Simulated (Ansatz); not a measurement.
Basis sets compared for Zn₂Se₂⁻. Total charge -1; doublet. Geometry PBE-D4/def2-SVPD. Ansatz on 4 threads of Intel Xeon 6975P-C on a shared host; times are rough, and most runs start from earlier orbitals.

```tsv
atom	x (Å)	y (Å)	z (Å)
Zn1	0.3724	1.1541	-0.5800
Zn2	-0.3722	-1.1539	0.5801
Se3	-1.7747	0.1261	-0.8886
Se4	1.7745	-0.1264	0.8885
```

At PBE-D4/def2-SVPD, PBE-D4/def2-TZVPD the highest occupied level of the charge -1 doublet lies above zero (up to 0.07 eV). By energy differences its removal costs 1.99 eV (vertical, to the charge 0 singlet, at PBE0-D4/def2-TZVPD). The structure comes from a short search, and lower isomers may exist.

```csv
level,functions,energy (Eh),HOMO (eV),LUMO (eV),wall time
PBE-D4/def2-SVPD,150,-8359.7397,0.07,0.78,1.6 s
PBE0-D4/def2-SVPD,150,-8359.9402,-0.51,1.50,3.4 s
```

**Question.** Estimate the rows for PBE-D4/def2-TZVPD, PBE0-D4/def2-TZVPD.

**Answer.** 
```tsv
level	functions	energy (Eh)	HOMO (eV)	LUMO (eV)	wall time
PBE-D4/def2-TZVPD	216	-8360.8374	0.05	0.76	3.3 s
PBE0-D4/def2-TZVPD	216	-8361.0216	-0.53	1.48	7 s
```
